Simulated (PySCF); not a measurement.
Compound: C7H10NPSi.
Geometry (PBE0-D3(BJ)/def2-SVP, Å), atoms numbered from 1 in this order:
```xyz
20
C7H10NPSi angstrom
Si     3.528    0.275   -0.148
N      1.949    0.890   -0.031
P      0.490    0.377    0.004
C     -0.214   -0.637   -1.355
C     -1.506   -0.913   -1.184
C     -2.190   -0.376    0.076
C     -2.042    1.149    0.079
C     -0.810    1.654    0.047
C     -1.436   -0.924    1.291
C     -0.136   -0.649    1.391
H      3.753   -0.555   -1.384
H      3.911   -0.605    1.012
H      4.519    1.395   -0.189
H      0.394   -0.952   -2.206
H     -2.099   -1.498   -1.894
H     -3.246   -0.667    0.104
H     -2.946    1.763    0.108
H     -0.549    2.714    0.045
H     -1.989   -1.515    2.028
H      0.519   -0.970    2.203
```

Level: PBE0/pcSseg-1 in PySCF, non-relativistic, on one gas-phase PBE0-D3(BJ)/def2-SVP geometry that isn't relaxed in the solvent. The solvent is an IEF-PCM continuum (cavity from Bondi-type radii × 1.2). The model holds no explicit solvent molecules, cavitation or dispersion.

Gas phase at PBE0/pcSseg-1: HOMO -6.76 eV, LUMO -1.32 eV, dipole 5.53 D.

What does the continuum do to the energy, the frontier levels and the dipole at PBE0/pcSseg-1 in chloroform and acetone?

```
   solvent      ε  E(solvent) − E(gas) (kcal/mol)  polarisation term (kcal/mol)  distortion of the solute (kcal/mol)  HOMO (eV)  LUMO (eV)  dipole (D)
chloroform  4.711                           -5.24                         -5.95                                 0.71      -6.91      -1.14        6.81
   acetone  20.49                           -7.08                         -8.43                                 1.35      -6.98      -1.10        7.27
```

Polarisation term: ½ Σ q·V over the induced surface charges. Distortion: the rise of the solute's own energy as its density leaves the gas-phase optimum. From chloroform to acetone the lowering changes by a factor 1.35, Onsager's factor (ε − 1)/(2ε + 1) by 1.30 and ε itself by 4.3.

Which radius a makes the point-dipole formula ΔE = −[(ε − 1)/(2ε + 1)]·μ²/a³ give the value in acetone, with the gas-phase dipole?

μ = 2.177 au and |ΔE| = 0.01128 Eh give a = 3.07 Å; the farthest nucleus lies 4.74 Å from the centroid of the nuclei, so such a sphere wouldn't even hold the nuclei. The formula assumes a rigid point dipole at the centre of a sphere.

Give the dipole vector in the frame of the coordinates (D, pointing from negative to positive charge), gas and acetone.

Gas (-5.34, -1.43, 0.15), solvent (-6.95, -2.10, 0.18). Its length changes by +31 % and its direction by 2°.

Which Hirshfeld charges (PBE0/pcSseg-1) respond most in acetone (means over atoms taken as equivalent)?

| atoms | environment | gas (e) | solvent (e) | change |
| --- | --- | --- | --- | --- |
| N2 | nitrogen bonded to P and Si | -0.405 | -0.430 | -0.025 |
| H16 | methine hydrogen | +0.054 | +0.067 | +0.013 |
| H15/H17/H19 | vinylic hydrogen | +0.058 | +0.070 | +0.012 |
| Si1 | SiH3 silicon | +0.298 | +0.289 | -0.009 |
| C4/C8/C10 | alkene CH carbon | -0.101 | -0.109 | -0.008 |
| C5/C7/C9 | alkene CH carbon | -0.031 | -0.024 | +0.007 |
| P3 | phosphorus bonded to 3 C and N | +0.405 | +0.398 | -0.007 |
| C6 | sp3 carbon at a ring junction | -0.023 | -0.018 | +0.005 |

Which Mayer bond orders change most in acetone?

```csv
bond,length (Å),gas,solvent,change
N2–P3,1.547,1.636,1.576,-0.060
Si1–N2,1.698,1.056,1.082,+0.026
P3–C4,1.836,0.875,0.885,+0.010
C10–P3,1.836,0.874,0.884,+0.010
C4–C5,1.333,1.838,1.830,-0.008
C9–C10,1.333,1.838,1.830,-0.008
C8–P3,1.822,0.894,0.902,+0.008
Si1–H13,1.496,0.919,0.911,-0.008
```

How do the nuclear quadrupole coupling constants eQVzz/h respond in acetone?

```csv
nucleus,Q (barn),gas (MHz),solvent (MHz),η gas,η solvent
14N at N2,0.02044,3.00,3.01,0.29,0.27
```
